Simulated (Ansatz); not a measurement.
Relaxation of BH6NOSi (10 atoms, charge 0, multiplicity 1), to a largest force component of 0.02 eV/Å in at most 50 steps.

Theory: Ansatz 0.2.0, RKS PBE-D4/def2-mTZVP.

```xyz
10
Properties=species:S:1:pos:R:3:forces:R:3
N -0.769 1.573 -0.105 -3.61 -1.66 1.80
B -0.844 0.096 -0.135 3.39 0.35 0.64
Si 0.634 -0.898 0.555 3.34 0.61 0.06
O 2.160 -0.479 -0.309 -2.00 -0.73 0.75
H -1.727 0.825 -0.374 -1.27 2.76 -1.52
H -1.661 1.944 0.414 1.65 0.92 -0.94
H -1.745 -0.475 -0.575 -1.83 -1.23 -0.19
H 0.444 -2.323 0.432 -0.13 -1.18 0.03
H 0.857 -0.545 2.030 -0.10 -0.08 -0.52
H 1.948 -0.873 -1.183 0.57 0.24 -0.10
```

Task: Where does it end, and by what steps?

Result: It converged. After 34 steps the energy has fallen by 4.803 eV; H6 moved furthest, 1.86 Å. Parted: B2–H5 (1.17 → 2.14 Å).

```csv
step,energy less start (eV),largest force component (eV/Å),accepted
0,0.0000,3.613,yes
2,-1.6446,3.225,yes
4,-2.7198,1.793,yes
6,-3.1707,2.567,yes
8,-3.7827,1.745,yes
10,-4.4582,1.332,yes
12,-4.6179,0.542,yes
14,-4.6895,0.132,yes
16,-4.7014,1.178,no
18,-4.7267,0.174,yes
20,-4.7343,0.310,no
22,-4.7453,0.077,yes
24,-4.7476,0.057,yes
26,-4.7635,0.201,yes
28,-4.7812,0.213,yes
30,-4.7895,0.509,yes
32,-4.8014,0.155,yes
34,-4.8028,0.004,yes
```

```xyz
10
Properties=species:S:1:pos:R:3
N -1.203 1.089 -0.467
B -1.228 -0.120 0.224
Si 0.560 -1.007 0.503
O 1.651 0.065 -0.231
H -2.029 1.646 -0.681
H -0.336 1.503 -0.809
H -2.286 -0.553 0.601
H 0.662 -2.373 -0.127
H 0.916 -1.210 1.955
H 2.588 -0.195 -0.218
```

The run took 51 s on 2 threads of Intel(R) Xeon(R) Platinum 8375C CPU @ 2.90GHz (Ice Lake), with other jobs on the host, peak memory 0.16 GiB.
